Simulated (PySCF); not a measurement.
C4H9 (SMILES C[C-](C)C), charge -1, singlet, geometry from GFN2-xTB (in this run its highest filled SCF level lies above zero, so its values depend strongly on the basis, on diffuse functions most of all). Base run: WB97X/3-21G in PySCF.

Geometry (Å):
```xyz
13

C      0.0037    -0.0026     0.5099
C      0.0060     1.4213    -0.0570
H     -0.0017     1.4874    -1.1768
H     -0.8719     1.9801     0.2910
H      0.8939     1.9720     0.2783
C      1.2268    -0.7157    -0.0766
H      1.2710    -0.7406    -1.1972
H      2.1549    -0.2353     0.2581
H      1.2650    -1.7605     0.2568
C     -1.2343    -0.7045    -0.0589
H     -1.2948    -0.7289    -1.1788
H     -1.2771    -1.7489     0.2751
H     -2.1530    -0.2157     0.2891
```
Charge -1, spin multiplicity 1.
All else is at PySCF's defaults.
Base energy -156.84230 Eh.

Each row names what was changed in the base input (with any setting that the change needs).

```csv
change,ΔE vs base (µEh),grid points,electrons on the grid
base,0.0,144744,33.99990
grids.level = 7,-14.1,797512,34.00000
"grids.atom_grid = (150, 974)",-14.1,1061224,34.00000
grids.level = 1,-352,42968,33.99986
grids.level = 2,-24.0,93184,33.99996
"grids.atom_grid = (30, 110)",-1373,32040,33.99906
grids.becke_scheme = stratmann,1.6,144744,33.99989
grids.level = 4,-14.7,255808,34.00000
"grids.atom_grid = (50, 194)",65.7,86120,33.99987
small_rho_cutoff = 0,0.0,144744,33.99990
grids.prune = off,-0.5,226504,33.99990
```
